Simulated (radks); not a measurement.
The numbers below are computed, except where a source is named.
Hg IV, 77 electrons, occupied as [Xe] 4f14 5d9.

Level of theory: scalar-relativistic Kohn-Sham, LDA (Slater exchange, Perdew-Wang correlation), spin-unpolarised, spherical densities, point nucleus (a radial shooting solver on a logarithmic mesh with Libxc functionals).

Energy parts (eV):
| part | energy |
|---|---|
| total | -533602.81 |
| kinetic | 599032.38 |
| electron-nucleus | -1327114.19 |
| Hartree | 204234.75 |
| exchange-correlation | -9755.74 |

Orbitals (lengths in bohr, moments of r in powers of bohr; r(max) is where P^2 peaks):
[
 {"orbital": "1s", "occ.": "2", "eigenvalue (eV)": "-83156.64", "<r>": "0.01659", "r(max)": "0.01023"},
 {"orbital": "2s", "occ.": "2", "eigenvalue (eV)": "-14767.78", "<r>": "0.06995", "r(max)": "0.05917"},
 {"orbital": "2p", "occ.": "6", "eigenvalue (eV)": "-12742.56", "<r>": "0.06330", "r(max)": "0.04907"},
 {"orbital": "3s", "occ.": "2", "eigenvalue (eV)": "-3530.493", "<r>": "0.1808", "r(max)": "0.1668"},
 {"orbital": "3p", "occ.": "6", "eigenvalue (eV)": "-2945.546", "<r>": "0.1822", "r(max)": "0.1665"},
 {"orbital": "3d", "occ.": "10", "eigenvalue (eV)": "-2329.593", "<r>": "0.1651", "r(max)": "0.1355"},
 {"orbital": "4s", "occ.": "2", "eigenvalue (eV)": "-802.5415", "<r>": "0.3994", "r(max)": "0.3758"},
 {"orbital": "4p", "occ.": "6", "eigenvalue (eV)": "-610.7331", "<r>": "0.4257", "r(max)": "0.3959"},
 {"orbital": "4d", "occ.": "10", "eigenvalue (eV)": "-383.2629", "<r>": "0.4491", "r(max)": "0.4028"},
 {"orbital": "4f", "occ.": "14", "eigenvalue (eV)": "-130.8848", "<r>": "0.4823", "r(max)": "0.3659"},
 {"orbital": "5s", "occ.": "2", "eigenvalue (eV)": "-152.8753", "<r>": "0.8986", "r(max)": "0.8260"},
 {"orbital": "5p", "occ.": "6", "eigenvalue (eV)": "-100.8549", "<r>": "1.032", "r(max)": "0.9257"},
 {"orbital": "5d", "occ.": "9", "eigenvalue (eV)": "-42.7662", "<r>": "1.387", "r(max)": "1.147"}
]

The highest occupied level is 5d at -42.766 eV. Summed over all electrons, <r^2> = 37.58 bohr^2, which gives a Langevin (diamagnetic) susceptibility term of -29.8 x 10^-6 cm^3/mol. For comparison, the ionisation energy in NIST's Atomic Spectra Database is 48.6 eV (measured). In exact Kohn-Sham theory the highest level is minus the ionisation energy, but local and semilocal functionals leave it too shallow, through self-interaction and a potential that decays too fast; potentials with the right tail come closer.

Beside tabulated values, note that spin-unpolarised runs miss the spin-polarisation part of the exchange energy of open shells.
